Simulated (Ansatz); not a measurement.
Species: BiF2, charge 0, doublet. BiF2 (SMILES [F][Bi][F], doublet).
B3LYP-D3(BJ)/def2-TZVP minimum from Ansatz (an electronic-structure program):
```xyz
3

Bi    -0.1218    -0.0876     0.1883
F     -0.3250     1.6223    -0.8748
F      1.4481    -0.8140    -0.8620
```
Charge 0, spin multiplicity 2.

Wanted: atomisation energy (electronic, to ground-state atoms), in kJ/mol. Radicals and triplets start from unrestricted determinants; spin-orbit coupling is neglected. Cores are frozen in correlated methods (noble-gas shells, and filled d and f shells in the p block). Past Kr the def2 sets carry scalar-relativistic core potentials. CBS(X,Y): correlation extrapolated as X^-3, Hartree-Fock from the larger set. A bracket is a step between two methods taken in the basis named. Spin-orbit terms, left out, reach several kcal/mol for Br and I, and more for heavier atoms.

CCSD(T)/CBS(def2-TZVPP,def2-QZVPP) + [CCSDT(Q) - CCSD(T)]/def2-SVP (Ansatz) gives 801.4 kJ/mol.

Q: What does PBE/def2-TZVPD (Ansatz) give here, and how do the other levels compare?

A: PBE gives 866.4 kJ/mol, 65.0 kJ/mol above it. Differences of the others: B3LYP/def2-TZVPD (Ansatz) 6.3; PBE0/def2-TZVPD (Ansatz) -23.4; wB97M-V/def2-TZVPD (Ansatz) -4.4; CCSD(T)/CBS(def2-TZVPP,def2-QZVPP) (Ansatz) -4.1 kJ/mol.
